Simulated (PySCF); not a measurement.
## Hg³⁺: fine-structure interval

Hg³⁺ [Xe] 4f14 5d9 [5d3/2^4 5d5/2^5, M_J = 5/2] → Hg³⁺ [Xe] 4f14 5d9 [5d3/2^3 5d5/2^6, M_J = 3/2], as a difference of total energies. Calculation: PySCF 2.14, in x2c-TZVPPall-2c; the two-component X2C-1e Hamiltonian. Correlated levels: [Kr] 4d10 4f14 frozen; the 34 highest virtual spinors dropped. "Screened" scales the spin-orbit matrix elements by Boettger's factors to mimic the two-electron term; Breit and QED terms are absent.

```csv
method,fine-structure interval (cm⁻¹)
GHF (screened spin-orbit),16052
GMP2 (screened spin-orbit),16846
GHF (bare spin-orbit),18479
```
